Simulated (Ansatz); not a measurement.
# CH6B2O (SMILES BB(C)O): the vertical ionisation energy from total energies

CH6B2O has 10 atoms, charge 0, and is taken as a singlet. As SMILES, `BB(C)O`. The shape is that of a PBE0-D4/def2-TZVP optimisation. This is one conformer, not always the lowest.

| atom | x (Å) | y (Å) | z (Å) |
| --- | --- | --- | --- |
| B | -1.1574 | 0.8268 | -0.6221 |
| B | 0.2894 | 0.0459 | -0.2710 |
| C | 0.3773 | -0.8347 | 1.0322 |
| O | 1.4326 | 0.1178 | -1.0179 |
| H | -2.0104 | 0.3121 | -1.2922 |
| H | -1.4404 | 1.8989 | -0.1622 |
| H | -0.5465 | -1.3710 | 1.2659 |
| H | 1.2004 | -1.5525 | 0.9757 |
| H | 0.5727 | -0.1745 | 1.8867 |
| H | 1.3653 | 0.6798 | -1.7923 |

Both states at this one shape; open shells run unrestricted unless said. 1 Eh = 27.2114 eV.

```
                                    level  program  singlet CH6B2O (Eh)  doublet CH6B2O+ (Eh)
                            PBE0/def2-SVP   Ansatz          -166.320447           -165.957007
RPA@PBE0/def2-SVP, 4 core orbitals frozen   Ansatz          -166.232278           -165.864297
```

Question: Work out the vertical ionisation energy at each level.

Answer: 
1. PBE0/def2-SVP: -165.957007 − (-166.320447) = 0.363440 Eh = 9.89 eV.
2. RPA@PBE0/def2-SVP: -165.864297 − (-166.232278) = 0.367981 Eh = 10.01 eV.

No measured value is set beside it here; the levels span 9.89 to 10.01 eV.
